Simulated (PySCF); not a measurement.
C₃H₆GeO, SMILES [OH][GeH2][CH2]C#C.

Geometry: B3LYP-D3(BJ)/def2-SVP. This is a generated structure with no PubChem entry under its InChIKey; it may be hypothetical. Other conformers were not sampled.

Computed with CAM-B3LYP/def2-TZVP run with PySCF.

```json
{
 "total_energy": "-2270.21154 hartree",
 "point_group": "Cs",
 "highest_occupied_level": "-8.78 eV",
 "lowest_empty_level": "1.11 eV",
 "orbital_gap": "9.89 eV",
 "dipole_moment": "1.23 D",
 "quadrupole, principal values (traceless, Buckingham form, about the centre of nuclear charge)": "-3.06, -2.97, 6.03 D·Å",
 "mean_static_polarisability": "65.9 bohr³ (9.77 Å³)",
 "polarisability_principal_values": "51.9, 58.0, 87.8 bohr³"
}
```
